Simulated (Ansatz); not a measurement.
Energy needed to pull apart AlHSeF (SMILES [F][AlH][Se]), doublet, into free ground-state atoms, from the structure below (displaced at random from a GFN2-xTB minimum); no zero-point or spin–orbit terms; open-shell atoms are treated unrestricted, in their ground-state multiplicity.

F1  (0.905, -0.546, 1.380)
Al2  (0.050, 0.091, 0.001)
Se3  (-1.581, -1.040, -1.247)
H4  (0.635, 1.667, -0.189)
(Å)

Computed with Ansatz 0.2.0 (basis: def2-TZVPP); correlated methods freeze the cores; orbitals are unrestricted. Filled d shells of the heavier atoms are correlated. The def2 sets are not built for correlating such inner shells, so the correlated values are less sure here.

```csv
method,atomization energy (kcal/mol)
PBE-D4,276.0
r2SCAN-D4,276.5
PBE0-D4,?
HSE06-D4,268.2
BHLYP-D4,261.2
wB97M-V,272.2
HF,200.8
MP2,274.9
CCSD,?
CCSD(T),266.0
```

(1) What does CCSD give? (An estimate is asked for; the value comes from the calculation.)

(2) What does PBE0-D4 give? (To be estimated.)

T1 diagnostic: at most 0.012. ⟨S²⟩ of the unrestricted Hartree–Fock references: 0.76 (a pure state has 0.75).

Answers

(1) Computed: 261.2 kcal/mol, which is about 4.7 kcal/mol less than CCSD(T)/def2-TZVPP.

(2) The calculation gives: 268.2 kcal/mol, which is about 2.2 kcal/mol more than CCSD(T)/def2-TZVPP.

In triple zeta the MP2 and coupled-cluster atomization energies are still short of their basis limit by a few kcal/mol a bond, whereas those of the functionals are nearly converged, so these differences are not deviations from converged CCSD(T).

For scale, one of the runs: CCSD(T)/def2-TZVPP forces, 135 basis functions (an equivalent command: `ansatz run in.yaml --threads 4`). Time: 4.6 min of wall clock on 4 CPU threads; the host was shared. Peak host memory: 4 GiB.
